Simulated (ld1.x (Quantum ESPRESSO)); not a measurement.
**lithium: RRKJ pseudisation with PBE, scalar-relativistic reference atom.**

The input file (ld1.x (Quantum ESPRESSO) 7.5):

```
&input
   title='Li', zed=3., rel=1, dft='PBE', iswitch=3,
   config='[He] 2s0.75 2p0.25 3d-2',
   nld=3, rlderiv=4.85, eminld=-6.0, emaxld=5.0, deld=0.02
 /
 &inputp
   pseudotype=2, tm=.false., rho0=0.02, lloc=-1, rcloc=2.55,
   nlcc=.false.,
   file_pseudopw='Li.UPF', file_wfcaegen='ae.wfc', file_wfcncgen='nc.wfc', file_beta='beta', file_chi='chi'
 /
3
1S  1  0   2.00   0.00  0.65  0.65  0.0
2P  2  1   0.25   0.00  4.20  4.20  0.0
3D  3  2  -2.00  -0.05  4.45  4.45  0.0
 &test
   configts(1)='1s2 2s0.75 2p0.25'
 /
```

Command:

```bash
ld1.x < Li.in > Li.out
```

Output (shortened: banner, matrices, multipoles, cross overlaps and the repeated all-electron block are left out):

```
Program LD1 v.7.5
     --------------------------- All-electron run ----------------------------

     Li
     scalar relativistic calculation

     atomic number is  3.00
     dft =PBE   lsd =0 sic =0 latt =0  beta=0.20 tr2=1.0E-14
     Exchange-correlation= PBE
                           (   1   4   3   4   0   0   0)
     mesh =1017 r(mesh) =  99.62247 a.u. xmin = -7.00 dx = 0.01250
     1 Ry =  13.60569312 eV, c = 137.03599908

     n l     nl                  e(Ry)          e(Ha)          e(eV)
     1 0     1S 1( 2.00)        -3.8401        -1.9200       -52.2472
     2 0     2S 1( 0.75)        -0.2214        -0.1107        -3.0118
     2 1     2P 1( 0.25)        -0.0900        -0.0450        -1.2247

     final scf error:  2.2E-15 reached in  30 iterations

     Etot =     -14.871741 Ry,      -7.435871 Ha,    -202.340346 eV

     Ekin =      14.776641 Ry,       7.388320 Ha,     201.046443 eV
     Encl =     -34.083362 Ry,     -17.041681 Ha,    -463.727760 eV
     Eh   =       7.991669 Ry,       3.995835 Ha,     108.732200 eV
     Exc  =      -3.556690 Ry,      -1.778345 Ha,     -48.391228 eV

     normalization and overlap integrals

     s(1S/1S) =  1.000000  <r> =   0.5816  <r2> =    0.4651  r(max) =   0.3593
     s(2S/2S) =  1.000000  <r> =   3.8963  <r2> =   18.1033  r(max) =   3.1233
     s(2P/2P) =  1.000000  <r> =   5.0129  <r2> =   31.1386  r(max) =   3.8148

     ------------------------ End of All-electron run ------------------------

     --------------------- Generating NC pseudopotential ---------------------

      Generating local potential from pseudized AE potential:
      Matching radius rcloc =   2.5500

      Local pseudo, rcloc= 2.525 Estimated cut-off energy=     3.53 Ry

      Wfc   1S  rcut= 0.655  Estimated cut-off energy=      110.05 Ry
      Using 4 Bessel functions for this wfc, rho(0) = 0.020
      This function has    0 nodes for 0 < r <    0.655

      Wfc   2P  rcut= 4.164  Estimated cut-off energy=       10.05 Ry
      This function has    0 nodes for 0 < r <    4.164

      Wfc   3D  rcut= 4.488  Estimated cut-off energy=       10.99 Ry
      This function has    0 nodes for 0 < r <    4.488

     ------------------- End of pseudopotential generation -------------------

     Computing logarithmic derivative in   4.86787
     Message from routine compute phi:
     negative determinant

      ld=  -0.064280 f2ae  0.102757 faenor  0.440080
     Computing logarithmic derivative in   4.86787
     Computing the partial wave expansion
     R is outside the sphere for l=    0 j= 0.00
     R is outside the sphere for l=    1 j= 0.00
     R is outside the sphere for l=    2 j= 0.00

     ---------------------- Testing the pseudopotential ----------------------

     Li
     scalar relativistic calculation

     atomic number is  3.00   valence charge is  3.00
     dft =PBE   lsd =0 sic =0 latt =0  beta=0.20 tr2=1.0E-14
     mesh =1017 r(mesh) =  99.62247 xmin = -7.00 dx = 0.01250

     n l     nl             e AE (Ry)        e PS (Ry)    De AE-PS (Ry)
     1 0     1S   1( 2.00)       -3.84010       -3.84010       -0.00000
     2 0     2S   1( 0.75)       -0.22136       -0.20038       -0.02098  !
     2 1     2P   1( 0.25)       -0.09002       -0.09002        0.00000

     eps = 8.9E-15  iter = 21

     Etot =     -14.871741 Ry,      -7.435871 Ha,    -202.340346 eV
     Etotps =   -14.467433 Ry,      -7.233716 Ha,    -196.839447 eV

     Ekin =      17.718608 Ry,       8.859304 Ha,     241.073939 eV
     Encl =     -13.903593 Ry,      -6.951797 Ha,    -189.168023 eV
     Ehrt =       7.563319 Ry,       3.781659 Ha,     102.904191 eV
     Ecxc =      -3.468297 Ry,      -1.734148 Ha,     -47.188584 eV
     Epseu=     -22.377469 Ry,     -11.188734 Ha,    -304.460971 eV

     ---------------------- End of pseudopotential test ----------------------
```

Generation and configuration tests took about 1.2 s on one core of a shared server CPU.

Transferability test of the new file with ld1.x, input:

```
&input
   title='Li', zed=3., rel=1, dft='PBE', iswitch=2,
   config='[He] 2s0.75 2p0.25 3d-2'
 /
 &test
   file_pseudo='Li.UPF', nconf=6,
   configts(1)='1s2 2s0.75 2p0.25',
   configts(2)='1s2 2s1 2p0',
   configts(3)='1s2 2s0 2p0',
   configts(4)='1s2 2s0.5 2p0',
   configts(5)='1s1 2s1 2p0',
   configts(6)='1s2 2s0 2p1'
 /
```

```bash
ld1.x < Li.test.in > Li.test.out
```

Pseudopotential blocks of its output, shortened (energy terms left out; the distinct warnings before each block abridged to one line each):

```
     Warning: n=1, l=0 expected 0 nodes, found 1
     ---------------------- Testing the pseudopotential ----------------------

     n l     nl             e AE (Ry)        e PS (Ry)    De AE-PS (Ry)
     1 0     1S   1( 2.00)       -3.84010       -3.84010       -0.00000
     2 0     2S   1( 0.75)       -0.22136       -0.20038       -0.02098  !
     2 1     2P   1( 0.25)       -0.09002       -0.09002        0.00000

     eps = 8.6E-15  iter = 36

     Etot =     -14.871741 Ry,      -7.435871 Ha,    -202.340346 eV
     Etotps =   -14.467433 Ry,      -7.233716 Ha,    -196.839447 eV

     ---------------------- End of pseudopotential test ----------------------

          ---------------------- Testing the pseudopotential ----------------------

     n l     nl             e AE (Ry)        e PS (Ry)    De AE-PS (Ry)
     1 0     1S   1( 2.00)       -3.81124       -3.82097        0.00973  !
     2 0     2S   1( 1.00)       -0.21125       -0.19349       -0.01776  !
     2 1     2P   1( 0.00)       -0.08011       -0.08298        0.00287

     eps = 5.6E-15  iter = 47

     Etot =     -14.904546 Ry,      -7.452273 Ha,    -202.786677 eV
     Etotps =   -14.495040 Ry,      -7.247520 Ha,    -197.215063 eV
     dEtot_ae =      -0.032805 Ry
     dEtot_ps =      -0.027607 Ry,   Delta E=      -0.005198 Ry

     ---------------------- End of pseudopotential test ----------------------

          ---------------------- Testing the pseudopotential ----------------------

     n l     nl             e AE (Ry)        e PS (Ry)    De AE-PS (Ry)
     1 0     1S   1( 2.00)       -4.44039       -4.39853       -0.04186  !
     2 0     2S   1( 0.00)       -0.49921       -0.44451       -0.05470  !
     2 1     2P   1( 0.00)       -0.34903       -0.32928       -0.01975  !

     eps = 6.5E-15  iter = 93

     Etot =     -14.515244 Ry,      -7.257622 Ha,    -197.489960 eV
     Etotps =   -14.137170 Ry,      -7.068585 Ha,    -192.346000 eV
     dEtot_ae =       0.356497 Ry
     dEtot_ps =       0.330262 Ry,   Delta E=       0.026234 Ry

     ---------------------- End of pseudopotential test ----------------------

          ---------------------- Testing the pseudopotential ----------------------

     n l     nl             e AE (Ry)        e PS (Ry)    De AE-PS (Ry)
     1 0     1S   1( 2.00)       -4.09819       -4.08681       -0.01138  !
     2 0     2S   1( 0.50)       -0.39271       -0.36271       -0.03000  !
     2 1     2P   1( 0.00)       -0.24582       -0.24295       -0.00287

     eps = 5.5E-15  iter = 55

     Etot =     -14.753971 Ry,      -7.376986 Ha,    -200.738002 eV
     Etotps =   -14.356270 Ry,      -7.178135 Ha,    -195.327008 eV
     dEtot_ae =       0.117770 Ry
     dEtot_ps =       0.111162 Ry,   Delta E=       0.006608 Ry

     ---------------------- End of pseudopotential test ----------------------

          ---------------------- Testing the pseudopotential ----------------------

     n l     nl             e AE (Ry)        e PS (Ry)    De AE-PS (Ry)
     1 0     1S   1( 1.00)       -6.31951       -6.28700       -0.03252  !
     2 0     2S   1( 1.00)       -0.91143       -0.82594       -0.08549  !
     2 1     2P   1( 0.00)       -0.74328       -0.70724       -0.03604  !

     eps = 8.8E-15  iter = 42

     Etot =      -9.876674 Ry,      -4.938337 Ha,    -134.378989 eV
     Etotps =    -9.465529 Ry,      -4.732765 Ha,    -128.785088 eV
     dEtot_ae =       4.995068 Ry
     dEtot_ps =       5.001903 Ry,   Delta E=      -0.006836 Ry

     ---------------------- End of pseudopotential test ----------------------

          ---------------------- Testing the pseudopotential ----------------------

     n l     nl             e AE (Ry)        e PS (Ry)    De AE-PS (Ry)
     1 0     1S   1( 2.00)       -3.92186       -3.89572       -0.02615  !
     2 0     2S   1( 0.00)       -0.24600       -0.21784       -0.02816  !
     2 1     2P   1( 1.00)       -0.11492       -0.10843       -0.00650  !

     eps = 6.9E-15  iter = 39

     Etot =     -14.773194 Ry,      -7.386597 Ha,    -200.999544 eV
     Etotps =   -14.384927 Ry,      -7.192463 Ha,    -195.716899 eV
     dEtot_ae =       0.098547 Ry
     dEtot_ps =       0.082506 Ry,   Delta E=       0.016041 Ry

     ---------------------- End of pseudopotential test ----------------------
```
